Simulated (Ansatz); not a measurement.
H4Sn (SMILES [SnH4]) moved off its minimum; all values from Ansatz (an electronic-structure program), cores frozen in correlated methods. Elements past Kr take the def2 small-core potentials, without spin–orbit coupling.
(charge 0, multiplicity 1)
```xyz
5

Sn    -0.03109     0.05530    -0.14220
H     -1.06249     1.25663    -0.45572
H      0.29547    -1.21879    -1.25025
H     -0.53041    -0.92550     1.37703
H      1.43597     0.68496     0.33150
```

Task: Give the forces (eV/Å), the total energy and the dipole at CCSD(T)/def2-TZVPPD.

Result: 
| atom | Fx | Fy | Fz |
|---|---|---|---|
| Sn1 | 0.397 | -2.651 | 1.880 |
| H2 | -1.167 | 1.074 | -0.539 |
| H3 | -0.202 | 0.254 | -0.264 |
| H4 | 0.177 | 0.882 | -1.193 |
| H5 | 0.795 | 0.441 | 0.116 |
Energy -215.7927 hartree, dipole 1.02 D.
